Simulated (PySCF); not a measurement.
Compound: C₅H₁₀OSi.
Numbering: `[CH2:1]=[CH:2]/[CH:3]=[CH:4]/[CH2:5][O:6][SiH3:7]` (hydrogens: H8, H9 on C1; H10 on C2; H11 on C3; H12 on C4; H13, H14 on C5; H15, H16, H17 on Si7)

Cartesian coordinates in Å at the PBE0-D3(BJ)/def2-SVP level; atoms count from 1:
```xyz
17
C5H10OSi angstrom
C     -3.8738    0.0480   -0.1561
C     -2.7060   -0.2484    0.4312
C     -1.4088   -0.1128   -0.2077
C     -0.2432   -0.4263    0.3783
C      1.0884   -0.3357   -0.2845
O      2.0016    0.3233    0.5615
Si     3.5873    0.6128    0.1427
H     -3.9141    0.4197   -1.1849
H     -4.8245   -0.0698    0.3690
H     -2.7031   -0.6196    1.4631
H     -1.4041    0.2704   -1.2365
H     -0.2310   -0.7966    1.4105
H      1.4544   -1.3602   -0.5080
H      0.9908    0.1867   -1.2560
H      3.6657    1.4552   -1.0928
H      4.2066    1.3235    1.2923
H      4.3120   -0.6710   -0.1223
```

Linear response at wB97X-D/def2-SVPD (PySCF, frozen core in the response, non-relativistic).

Static isotropic polarisability: 101.62 au (15.06 Å³), principal values 72.4, 81.1, 151.4 au.

Question: What is the polarisability at 1064 nm and at the sodium D line?

Answer: 103.12 au at 1064 nm (+1.5 %), 106.87 au at 589.3 nm (+5.2 %). The rise at 589.3 nm is 3.50 times that at 1064 nm; a pure ω² law gives 3.26. The lowest singlet lies at 216 nm, shorter than both wavelengths.

Question: What is the isotropic C6 coefficient between two such molecules, C6 = (3/π)∫α(iω)² dω?

Answer: 3549 au (Eh·bohr⁶) by a ten-point quadrature over imaginary frequencies, which is 2120 eV·Å⁶ or 205 J·nm⁶/mol.

Question: Which effective excitation energy ω̄ makes London's formula C6 = (3/4)α²ω̄ exact here?

Answer: ω̄ = 4·C6/(3α²) = 0.458 Eh = 12.5 eV. A one-pole form α(ω) = α/(1 − ω²/ω̄²) fitted to the 1064 nm value gives 9.7 eV. London's choice of the ionisation energy (8.65 eV, ΔSCF at the same level) gives C6 = 2460 au, 31 % too low.

Question: What n − 1 at the D line would an ideal gas of it have at 273.15 K and 1 atm (2.6868 × 10¹⁹ cm⁻³), by n − 1 = 2π·N·α′?

Answer: 26.74 × 10⁻⁴, a formal value whether or not that pressure can be reached.

Question: How anisotropic is the static polarisability, by Δα² = ½[(α1 − α2)² + (α2 − α3)² + (α3 − α1)²]?

Answer: Δα = 75.0 au, or 0.74 of the isotropic value.

Question: What molar refraction at the D line follows from R = (4π/3)·N_A·α′, with α′ the polarisability volume?

Answer: α′ = 15.84 Å³ gives R = 39.95 cm³/mol, for isolated, non-vibrating species.

One conformer stands for the species.

wB97X-D is run here without its empirical dispersion term; that term would change no orbital, density or response property at a fixed geometry.
